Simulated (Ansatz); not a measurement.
Compare A (`C[SiH2][NH][GeH3]`) with its isomer B (`C[N]([SiH3])[GeH3]`).

Computed with Ansatz on PBE0-D4/def2-TZVP structures; ΔE is electronic, products minus reactants. CCSD(T)/CBS is the MP2 limit (def2-TZVPP, def2-QZVPP) plus CCSD(T) − MP2 in def2-TZVPP, frozen cores. DFT in def2-TZVPP. B3LYP here is the variant with VWN-RPA as its local correlation; programs differ in this. For Ge outer-core shells are correlated without core-valence functions, which leaves a few kJ/mol of doubt a bond. Scalar relativity is left out up to krypton. One conformer a species, not always the lowest.

A:

Z-matrix (Å, degrees):
```
C
Si 1 1.866
H 1 1.093 2 110.6
H 1 1.092 2 111.0 3 120.5
H 1 1.094 2 110.9 3 -119.3
N 2 1.722 1 111.7 3 180.0
H 2 1.495 1 107.8 3 55.6
H 2 1.489 1 111.1 3 -62.1
Ge 6 1.837 2 127.3 1 139.4
H 6 1.010 2 117.1 1 -56.5
H 9 1.539 6 108.1 2 -151.8
H 9 1.543 6 112.0 2 88.4
H 9 1.534 6 107.1 2 -31.9
```

B:

Z-matrix (Å, degrees):
```
C
N 1 1.456
H 1 1.095 2 111.1
H 1 1.095 2 110.6 3 118.4
H 1 1.098 2 113.0 3 -121.1
Si 2 1.718 1 118.3 3 -148.3
Ge 2 1.840 1 115.9 3 44.9
H 6 1.494 2 113.7 1 -66.9
H 6 1.485 2 108.2 1 172.7
H 6 1.490 2 109.4 1 52.2
H 7 1.533 2 108.0 1 -174.5
H 7 1.544 2 110.7 1 64.5
H 7 1.541 2 107.4 1 -53.8
```

Question: Which isomer does CCSD(T)/CBS put lower? Give the gap. (Estimate.)

Answer: The calculation gave: A, by 86.6 kJ/mol.

Question: Give E(B) − E(A) in kJ/mol with CCSD/def2-TZVPP, CCSD(T)/def2-TZVPP, MP2/def2-TZVPP, HF/def2-TZVPP, PBE0-D4, ωB97M-V, B3LYP-D4. (An estimate is asked.)

Answer: The calculation gave: CCSD/def2-TZVPP 85.1, CCSD(T)/def2-TZVPP 84.1, MP2/def2-TZVPP 86.4, HF/def2-TZVPP 86.8, PBE0-D4 86.4, ωB97M-V 88.0, B3LYP-D4 83.1. None reverses the order clearly.

Question: Does the order hold for the free energy at 298.15 K (harmonic terms from PBE0-D4)? (Best estimate.)

Answer: The calculation gave: Yes: G(B) − G(A) = +88.2 kJ/mol, for one conformer each. Modes under 60 cm⁻¹, often nearly free rotors, make the harmonic entropy too high.

Largest T1 diagnostic: 0.011.

Leaving LDA and LC-ωPBE aside and taking each functional with its dispersion term where it has one, the values, not all of them listed here, spread over 10.6 kJ/mol, from BLYP-D4 to B97M-V. LDA lies −4.8 kJ/mol from PBE without D4. The D4 term adds −4.2 kJ/mol with B3LYP and −2.2 kJ/mol with PBE0; it sums over pairs of atoms, weighted by their polarisabilities, and B3LYP, whose exchange is more repulsive, gets the larger term.
